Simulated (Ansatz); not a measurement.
Relaxation of C₂H₅BMg (9 atoms, charge 0, multiplicity 1), to a largest force component of 0.02 eV/Å in at most 40 steps.

Method: Ansatz, RKS CAM-B3LYP/STO-3G.

```xyz
9
Properties=species:S:1:pos:R:3
B 0.392 1.015 -0.856
C 0.723 -0.444 -0.600
C 0.133 -1.179 0.373
Mg -1.247 0.040 1.358
H 0.913 1.639 -1.700
H -0.433 1.554 -0.168
H 1.478 -0.931 -1.235
H 0.474 -2.219 0.438
H -2.433 0.524 2.389
```

Problem. Where does it end, and by what steps?

Solution. The forces met the threshold. Limits of this set-up: minimal basis. After 6 steps the energy has fallen by 0.276 eV; H9 moved furthest, 0.26 Å.

```tsv
step	energy less start (eV)	largest force component (eV/Å)	accepted
0	0.0000	1.716	yes
1	-0.2532	0.453	yes
2	-0.2726	0.102	yes
3	-0.2651	0.325	no
4	-0.2756	0.044	yes
5	-0.2761	0.035	yes
6	-0.2763	0.004	yes
```

```xyz
9
Properties=species:S:1:pos:R:3
B 0.364 0.982 -0.815
C 0.754 -0.456 -0.625
C 0.115 -1.152 0.367
Mg -1.212 -0.026 1.330
H 0.806 1.715 -1.611
H -0.472 1.423 -0.093
H 1.520 -0.927 -1.257
H 0.418 -2.212 0.489
H -2.293 0.652 2.215
```

Whether the end is a true minimum wasn't checked by a vibrational analysis.

Run time: 10 s on 1 CPU thread of a shared host.
